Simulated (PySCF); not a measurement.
## Orbital picture of GaF

PBE at R = 1.807 Å; Ga cc-pVDZ-PP with ECP10, F cc-pVDZ; scalar-relativistic core potentials (PySCF 2.14). State: ¹Σ⁺ (singlet), closed shell. Only the outer orbitals are listed, counted within each symmetry, core potentials removing the inner ones.

```
orbital  occ.  ε (eV)  on Ga (%)           main shells (%)
     6σ     2  -10.27         44           53 F p, 42 Ga s
     3π     2   -8.05          9                    91 F p
     3π     2   -8.05          9                    91 F p
     7σ     2   -6.62         68  53 Ga s, 32 F p, 14 Ga p
     4π     0   -1.95         95                   94 Ga p
     4π     0   -1.95         95                   94 Ga p
     8σ     0    0.21         97                   87 Ga p
```

Which are the highest filled and the lowest empty level, where do they sit, and how wide is the gap?

Highest filled 7σ at -6.62 eV (in %: 53 Ga s, 32 F p, 14 Ga p); lowest empty 4π at -1.95 eV (in %: 94 Ga p); the gap at PBE is 4.67 eV.

* bond order (Mayer): 1.14
* ⟨S²⟩: 0.000
* charge on Ga (Mulliken, basis-dependent): 0.34
* charge on Ga (Löwdin, basis-dependent): 0.34
* dipole moment (positive dipole means Ga(−)F(+)): -2.01 D
* polarisability along the bond: 30.0 bohr³
* polarisability across the bond: 27.4 bohr³
